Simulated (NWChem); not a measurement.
Species: SiNH₃O, singlet; SMILES N[Si]O

```xyz
6

Si    -0.6591     0.0603     0.0000
O      0.4103     1.3490     0.0000
H      1.3631     1.2022     0.0000
N      0.4148    -1.2944     0.0000
H      1.4323    -1.2941     0.0000
H      0.0480    -2.2412     0.0000
```
Atoms are numbered in this order, from 1.

Program: NWChem. Low-valent species are run as closed-shell singlets; no triplet was tried in these runs. Structure relaxed at the PBE0/def2-SVP level. Level: M05-2X/def2-SVP with SMD (1 M gas to 1 M solution), gas-phase geometry. Reactions with the solvent are ignored.

Task: Among these, which solvent gives the highest value of “cavity-dispersion-structure term (kcal/mol)”?
(A) water
(B) chlorobenzene
(C) dichloromethane
(D) methanol

Result: A, water. Values: chlorobenzene -0.2; dichloromethane -0.1; methanol 0.8; water 2.0
